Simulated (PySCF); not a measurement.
**Correlation energy of Ta⁺ (tantalum, charge +1)**

[Xe] 4f14 5d2 6s2, high-spin 3F determinant (an excited configuration). Calculation: PySCF 2.14, in def2-QZVPPD with the def2 core potential (60 electrons) (7s6p4d3f2g, 84 functions); scalar relativity through the core potential. Frozen: nothing; 12 electrons correlated.

```
  level  correlation energy (mhartree)
   CCSD                        -315.17
    (T)                         -12.48
CCSD(T)                        -327.65
```

Diagnostics: T1 = 0.014, D1 = 0.0546, largest double amplitude 0.072.

Spin-orbit coupling, absent here, splits the open shell strongly.

Cost of the coupled-cluster step: about 26 core-seconds, for 12 correlated electrons.

The basis has no tight functions for the innermost shells, so their pair energies are far from complete.

This basis was not built for core-valence correlation, so the inner-shell part is incomplete.
